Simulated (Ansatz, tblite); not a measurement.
Cost and result up the ladder for the cluster Cd3Te4 (7 atoms). The state is a singlet with charge 0. Geometry: PBE-D4/def2-SVP.

```
atom   x (Å)   y (Å)   z (Å)
 Cd1   2.568   0.267   1.786
 Cd2  -1.445   1.559  -0.473
 Cd3  -0.324  -0.830   1.519
 Te4  -1.594   1.466   2.196
 Te5   1.289  -0.505  -1.723
 Te6   0.364  -2.717  -0.329
 Te7  -0.857   0.760  -2.977
```

Ansatz on 4 threads of AMD EPYC 7B13 on a shared host; xTB runs through tblite on one thread. Times are rough, summed over both states, and most runs start from the orbitals of an earlier one. PBE0-D4/def2-TZVP serves as the yardstick here, not as an exact answer. The other state is a quintet at its own geometry, which has other bonds, so the gap mixes isomer and spin.

In the def2 sets Cd, Te take a core potential; there is no spin–orbit coupling. The xTB rows come from tblite. The structure comes from a short search, and lower isomers may exist.

xTB has no spin-polarisation term.

| level | functions | quintet − singlet (eV) | difference from PBE0-D4/def2-TZVP (eV) |
| --- | --- | --- | --- |
| BLYP-D4/def2-TZVP | 320 | 2.22 | 0.17 |
| PBE-D4/def2-TZVP (with forces) | 320 | 2.09 | 0.04 |
| GFN1-xTB | 48 | 4.79 | 2.74 |
| HF/def2-TZVP | 320 | 1.11 | -0.94 |
| GFN2-xTB | 48 | 3.97 | 1.92 |
| r2SCAN-D4/def2-TZVP | 320 | 1.80 | -0.25 |
| PBE0-D4/def2-TZVP | 320 | 2.05 | 0.00 |

(1) Estimate how long each takes.

Answers

(1) GFN1-xTB 0.02 s; GFN2-xTB 0.035 s; PBE-D4/def2-TZVP (with forces) 20 s; BLYP-D4/def2-TZVP 20 s; r2SCAN-D4/def2-TZVP 45 s; PBE0-D4/def2-TZVP 49 s; HF/def2-TZVP 55 s. On shared hardware such times vary by a factor of up to 3.
